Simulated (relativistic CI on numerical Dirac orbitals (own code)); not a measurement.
# Re5+: 4f photoemission

Computed with this model: Dirac-Coulomb-Breit CI, separate exchange-only KLI orbitals for each configuration, model QED, valence Slater integrals scaled by 0.8, multiplet model of photoemission in the sudden approximation; configurations [Xe] 4f14 5d2 → [Xe] 4f13 5d2; 80 K; Lorentzian 0.25 eV and Gaussian 0.5 eV FWHM. Energies are those of the free ion, without screening or charge transfer. The energies are binding energies and can lie tens of eV above those of solids. S is read from ⟨S²⟩ = S(S + 1).

Field parameters in Wybourne normalisation: D3d B²₀ = −7Dσ, B⁴₀ = −14Dq − 21Dτ, B⁴₃ = −14√(10/7) Dq. The field is a parameter set, without covalency.

free ion: ground-state S = 0.93, centroid 113.79 eV. Peaks (eV, height): 112.5 (100), 114.9 (58), 116.0 (15), 116.8 (14).

D3d, 10Dq = 34400, Dσ = -1200, Dτ = -330 cm⁻¹: ground-state S = 0.97, centroid 113.94 eV. Peaks (eV, height): 112.8 (100), 115.1 (74).

D3d, 10Dq = 34400, Dσ = -240, Dτ = -330 cm⁻¹: ground-state S = 0.97, centroid 113.93 eV. Peaks (eV, height): 112.7 (100), 115.1 (66).

Strongest unbroadened transitions for D3d, 10Dq = 34400, Dσ = -240, Dτ = -330 cm⁻¹:

| Energy (eV) | Relative strength |
| --- | --- |
| 112.36 | 100.0 |
| 112.37 | 32.8 |
| 112.45 | 55.6 |
| 112.50 | 42.3 |
| 112.67 | 52.5 |
| 112.87 | 69.1 |
| 112.88 | 42.0 |
| 112.92 | 49.1 |
| 112.93 | 51.5 |
| 112.94 | 30.4 |
| 114.86 | 25.9 |
| 114.93 | 62.1 |
| 115.11 | 34.1 |
| 115.19 | 30.6 |
| 115.23 | 31.3 |
| 115.32 | 34.1 |
| 115.85 | 28.1 |
| 115.91 | 26.1 |
